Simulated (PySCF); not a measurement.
# One molecule, several mistakes: AlGeH9Si2

Calculated results; nothing here was measured. They come from PySCF 2.14.0, an open-source quantum chemistry program, on an isolated molecule that a program drew, which may never have been made. The molecule is AlGeH9Si2 (charge 0, singlet), drawn as the SMILES string `[AlH2][GeH2][SiH2][SiH3]`.

Each row is a Hartree-Fock (HF) and frozen-core CCSD(T) single point in the cc-pV(D+d)Z basis, meant for a local HF minimum. Run 1 is clean. Each other run has one planted mistake out of seven kinds, and not every kind appears here: one electron removed, one electron added, multiplicity raised by two, geometry at a saddle point, minimal basis STO-3G, one bond length entered in bohr, all coordinates scaled. The reference is restricted for singlets and unrestricted otherwise, and also for a bond in bohr. Adding or removing an electron swaps singlet and doublet. Electrons count all cores. HOMO and LUMO are orbital energies over both spins, the gradient is its largest component, and the lowest frequency (negative if imaginary) is given only where the gradient is small. Bond lengths are over the 12 bonds as drawn. T1 is the CCSD diagnostic: over 0.02 (restricted) or 0.045 (unrestricted) a single reference is doubtful. Germanium has the cc-pVDZ-PP basis, with a core potential (ECP10MDF) in place of its 10 inner electrons, and its 3s, 3p and 3d shells are frozen in CCSD(T).

Geometry of the clean run:
```xyz
13
AlGeH9Si2, angstrom
Al    0.7553    1.5353    2.0647
Ge    0.0346    1.1385   -0.3004
Si   -2.3659    0.9744   -0.5423
Si   -3.0278    0.5996   -2.7832
H     0.8937    3.0094    2.6195
H     1.0363    0.3137    3.0283
H     0.6328   -0.1649   -0.8618
H     0.5035    2.2723   -1.2313
H    -2.8633   -0.1357    0.3126
H    -2.9889    2.2299   -0.0460
H    -4.5045    0.5052   -2.8894
H    -2.5591    1.7155   -3.6399
H    -2.4329   -0.6647   -3.2793
```

```
run  electrons  basis functions  <S^2>  HOMO (eV)  LUMO (eV)  gradient (hartree/bohr)  lowest frequency (cm^-1)  mean bond (Å)  longest bond (Å)      T1  HF (hartree)  CCSD(T) (hartree)                          mistake
  1         82              137  0.000      -9.37       0.58                  2.1e-06                        27         1.7462             2.504  0.0132   -1118.39873        -1118.86406                         no fault
  2         82              137  0.827      -8.51       0.39                  1.1e-02                         -         1.8562             2.803  0.0418   -1118.28999        -1118.74493  one bond length entered in bohr
  3         82              137  2.023      -5.64      -2.23                  4.2e-02                         -         1.7462             2.504  0.0206   -1118.27055        -1118.73200       multiplicity raised by two
  4         81              137  0.793     -15.30      -7.35                  4.8e-02                         -         1.7462             2.504  0.0216   -1118.09163        -1118.53871                                ?
  5         82              137  0.000      -9.47       0.71                  2.9e-02                         -         1.6676             2.391  0.0130   -1118.37574        -1118.84046                                ?
```

**Which mistake was planted in run 4, and what did it cost?**

It counts 81 electrons, one fewer than the clean run, at the same geometry and basis. So the mistake is: one electron removed. Subtracting run 1 and multiplying by 627.51 kcal/mol a hartree, the energy moved by 192.7 kcal/mol in HF and 204.2 kcal/mol in CCSD(T).

**Which mistake was planted in run 5, and what did it cost?**

The mean and the longest bond both change by the same factor, 0.955, and the gradient is no longer small. So the mistake is: all coordinates scaled. Subtracting run 1 and multiplying by 627.51 kcal/mol a hartree, the energy moved by 14.4 kcal/mol in HF and 14.8 kcal/mol in CCSD(T).

